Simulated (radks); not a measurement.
Neutral gold: order these configurations by energy. All-electron calculation, non-relativistic Kohn-Sham, PBE, spin-polarised, spherical densities, point nucleus. Program: a radial shooting solver on a logarithmic mesh with Libxc functionals. Open shells are filled with parallel spins first. [Xe] 4f14 5d10 6p1; [Xe] 4f14 5d10 6s1; [Xe] 4f14 5d9 6s1 6p1; [Xe] 4f14 5d9 6s2.

Answer. From the lowest, in eV above it: [Xe] 4f14 5d10 6s1 0.000; [Xe] 4f14 5d10 6p1 3.489; [Xe] 4f14 5d9 6s2 4.894; [Xe] 4f14 5d9 6s1 6p1 8.175.
